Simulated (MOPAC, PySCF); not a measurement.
[Zr(OH)2(H)2], neutral singlet in the gas phase. 

Cartesian coordinates (Å):
```xyz
7

Zr    -0.0026     0.0182    -0.1534
O      0.2481    -1.7311    -0.8880
H      0.1616    -2.5369    -1.4172
O     -1.4187     1.0728    -0.8913
H     -2.1700     1.3809    -1.4182
H      1.5947     0.9667    -0.4311
H     -0.3728    -0.1988     1.6751
```
Charge 0, spin multiplicity 1.

All levels are single points at this geometry (PBE-D3(BJ)/def2-SVP); Pople sets use spherical d functions. Orbital energies aren't observables, and empty levels follow the basis.

B3LYP/LANL2DZ in PySCF gives gap (eV) = 5.64.

Task: Estimate the gap (eV) from each of these levels: B3LYP-D3(BJ)/def2-TZVP in PySCF; PBE-D3(BJ)/def2-TZVP in PySCF; TPSSh-D3(BJ)/def2-TZVP in PySCF; B3LYP/6-311+G** (LANL2DZ on Zr) in PySCF; B3LYP/6-31G* (LANL2DZ on Zr) in PySCF; BP86/6-31G* (LANL2DZ on Zr) in PySCF; M06-2X/6-31G* (LANL2DZ on Zr) in PySCF; PBE/6-31G* (LANL2DZ on Zr) in PySCF; SVWN5/6-31G* (LANL2DZ on Zr) in PySCF; HF/6-31G* (LANL2DZ on Zr) in PySCF; PM6 in MOPAC; PM7 in MOPAC.

Result: 
```tsv
level	gap (eV)
B3LYP-D3(BJ)/def2-TZVP in PySCF	5.80
PBE-D3(BJ)/def2-TZVP in PySCF	4.01
TPSSh-D3(BJ)/def2-TZVP in PySCF	5.31
B3LYP/6-311+G** (LANL2DZ on Zr) in PySCF	5.62
B3LYP/6-31G* (LANL2DZ on Zr) in PySCF	5.65
BP86/6-31G* (LANL2DZ on Zr) in PySCF	3.89
M06-2X/6-31G* (LANL2DZ on Zr) in PySCF	7.96
PBE/6-31G* (LANL2DZ on Zr) in PySCF	3.89
SVWN5/6-31G* (LANL2DZ on Zr) in PySCF	3.70
HF/6-31G* (LANL2DZ on Zr) in PySCF	12.21
PM6 in MOPAC	8.98
PM7 in MOPAC	10.75
```
